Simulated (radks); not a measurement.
All-electron atom: Cu1.5+ in [Ar] 3d(up 5, down 4.5) (fractional occupations, a model configuration). Method: non-relativistic Kohn-Sham, PBEsol, spin-polarised, spherical densities, point nucleus; computed with a radial shooting solver on a logarithmic mesh with Libxc functionals. Some entries of the table are withheld. Estimate them.

| orbital | occ. | eigenvalue (Ry) | <1/r> (bohr^-1) |
|---|---|---|---|
| 1s up | 1 | -643.4805 | 28.49 |
| 1s down | 1 | -643.4804 | 28.49 |
| 2s up | 1 | -77.57308 | 6.187 |
| 2s down | 1 | -77.55065 | 6.189 |
| 2p up | 3 | -68.17711 | 6.152 |
| 2p down | 3 | -68.16047 | 6.153 |
| 3s up | 1 | -9.36843 | 1.960 |
| 3s down | 1 | -9.32776 | 1.959 |
| 3p up | 3 | -6.44886 | 1.830 |
| 3p down | 3 | -6.40878 | 1.828 |
| 3d up | 5 | (1) | 1.430 |
| 3d down | 4.5 | (2) | 1.424 |

Answer. 
(1) 3d up eigenvalue (Ry): -1.58413
(2) 3d down eigenvalue (Ry): -1.54746
